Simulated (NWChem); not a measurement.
System: GeH$_{2}$BrCl; SMILES [Cl][GeH2][Br]

Computed with NWChem. All runs use the structure optimised with PBE0/def2-SVP. B3LYP is NWChem's, with the RPA form of VWN correlation. Vertical excitations in the gas phase; the lowest state need not have the same character in each row.

| level | lowest excitation, singlet (eV) | oscillator strength of that lowest state | lowest state with f > 0.02, singlet (eV) | oscillator strength of that bright state | orbital gap (eV) |
|---|---|---|---|---|---|
| PBE/def2-SVPD, TDA | 5.38 | 0.011 | 5.58 | 0.021 | 5.16 |
| B3LYP/def2-SVPD, TDA | 5.75 | 0.014 | 5.90 | 0.021 | 6.78 |
| BHandHLYP/def2-SVPD, TDA | 6.36 | 0.016 | 6.49 | 0.021 | 9.35 |
